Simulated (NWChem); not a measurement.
System: Si₂H₄ClF; SMILES F[SiH2][SiH2]Cl

NWChem input:

```
start job
memory heap 200 mb stack 900 mb global 1100 mb
geometry units angstroms noautoz
  Si    -0.082905     1.514958     0.474710
  F      1.012595     2.155185    -0.532739
  Si    -0.796698    -0.587108    -0.295028
  Cl     0.730138    -2.006649    -0.160391
  H      0.518705     1.396143     1.828782
  H     -1.263610     2.421714     0.530686
  H     -1.252934    -0.544208    -1.708027
  H     -1.922881    -1.054326     0.557849
end
basis spherical
  * library 6-31+g*
end
dft
  xc xwpbe 0.80 cpbe96 1.0 hfexch 1.00
  cam 0.2 cam_alpha 0.2 cam_beta 0.8
  iterations 150
end
tddft
  cis
  nroots 8
  notriplet
end
task tddft energy
```

NWChem printed, in part:

```
             Northwest Computational Chemistry Package (NWChem) 7.3.0
             --------------------------------------------------------

 C1  symmetry detected

                             Geometry "geometry" -> ""
                             -------------------------

 Output coordinates in angstroms (scale by  1.889725989 to convert to a.u.)

  No.       Tag          Charge          X              Y              Z
 ---- ---------------- ---------- -------------- -------------- --------------
    1 Si                  14.0000    -0.23652286     1.53768207     0.41365657
    2 F                    9.0000     0.99989396     2.11254793    -0.46142459
    3 Si                  14.0000    -0.85069564    -0.60870141    -0.31881068
    4 Cl                  17.0000     0.62676761    -2.01728892     0.12552650
    5 H                    1.0000     0.16057905     1.50466184     1.84571184
    6 H                    1.0000    -1.40414739     2.44648550     0.24006705
    7 H                    1.0000    -1.09612609    -0.65521407    -1.78310517
    8 H                    1.0000    -2.09334160    -1.02068226     0.38835463

 Effective nuclear repulsion energy (a.u.)     266.1171502183

  pbe96 is a nonlocal functional; adding pw91lda local functional.

                                 NWChem DFT Module
                                 -----------------

 Summary of "ao basis" -> "ao basis" (spherical)
 ------------------------------------------------------------------------------
       Tag                 Description            Shells   Functions and Types
 ---------------- ------------------------------  ------  ---------------------
 Si                         6-31+g*                 10       22   5s4p1d
 F                          6-31+g*                  8       18   4s3p1d
 Cl                         6-31+g*                 10       22   5s4p1d
 H                          6-31+g*                  2        2   2s

            General Information
            -------------------
          SCF calculation type: DFT
          Wavefunction type:  closed shell.
          No. of atoms     :     8
          No. of electrons :    58
           Alpha electrons :    29
            Beta electrons :    29
          Charge           :     0
          Spin multiplicity:     1
          Use of symmetry is: off; symmetry adaption is: off
          Maximum number of iterations: 150
          AO basis - number of functions:    92
                     number of shells:    46
          Convergence on energy requested:  1.00D-06
          Convergence on density requested:  1.00D-05
          Convergence on gradient requested:  5.00D-04

[...]

                                NWChem TDDFT Module
                                -------------------

            General Information
            -------------------
           No. of orbitals :     184
            Alpha orbitals :      92
             Beta orbitals :      92
        Alpha frozen cores :       0
         Beta frozen cores :       0
     Alpha frozen virtuals :       0
      Beta frozen virtuals :       0
         Spin multiplicity :       1
    Number of AO functions :      92
        Use of symmetry is : off
      Symmetry adaption is : off
         Schwarz screening :  0.10D-07

              XC Information
              --------------
              Hartree-Fock (Exact) Exchange   1.00
              LC-wPBE(h)Exchange Functional   0.80
     Perdew 1991 LDA Correlation Functional   1.00 local
    PerdewBurkeErnz. Correlation Functional   1.00 non-local
           Alpha           :  0.20
           Beta            :  0.80
           Gamma           :  0.20

             TDDFT Information
             -----------------
          Calculation type : Tamm-Dancoff TDDFT
         Wavefunction type : Restricted singlets
          No. of electrons :      58
           Alpha electrons :      29
            Beta electrons :      29
              No. of roots :       8
          Max subspacesize :    5600
            Max iterations :     100
               Target root :       1
           Target symmetry : none
      Symmetry restriction : off
                 Algorithm : Optimal
        Davidson threshold :  0.10D-03

    8 smallest eigenvalue differences (eV)
--------------------------------------------------------
  No. Spin  Occ  Vir  Irrep   E(Occ)    E(Vir)   E(Diff)
--------------------------------------------------------
    1    1   29   30 a        -0.376     0.015    10.651
    2    1   29   31 a        -0.376     0.031    11.073
    3    1   28   30 a        -0.404     0.015    11.415
    4    1   29   32 a        -0.376     0.048    11.543
    5    1   29   33 a        -0.376     0.051    11.620
    6    1   28   31 a        -0.404     0.031    11.837
    7    1   29   34 a        -0.376     0.074    12.251
    8    1   28   32 a        -0.404     0.048    12.307
--------------------------------------------------------

  Entering Davidson iterations
  Restricted singlet excited states

  Iter   NTrls   NConv    DeltaV     DeltaE      Time
  ----  ------  ------  ---------  ---------  ---------
    1      8       0     0.59E-01   0.10+100       19.4
    2     16       0     0.29E-01   0.10E-01       19.7
    3     24       0     0.32E-01   0.32E-02       19.7
    4     32       0     0.44E-01   0.56E-02       19.4
    5     40       0     0.40E-01   0.58E-02       19.4
    6     48       0     0.59E-01   0.69E-02       19.4
    7     56       1     0.38E-01   0.47E-02       19.5
    8     63       3     0.18E-01   0.18E-02       19.0
    9     68       3     0.60E-02   0.33E-03       17.0
   10     73       3     0.21E-02   0.34E-04       17.1
   11     78       4     0.63E-03   0.37E-05       16.8
   12     82       5     0.19E-03   0.28E-06       15.7
   13     85       8     0.51E-04   0.19E-07       15.0
  ----  ------  ------  ---------  ---------  ---------
  Convergence criterion met

  Ground state a       -1141.005728351680 a.u.

[...]
```

Level: LRC-wPBEh/6-31+G* (spherical d), TDA. All runs use the structure optimised with B3LYP/6-31G* (spherical d).
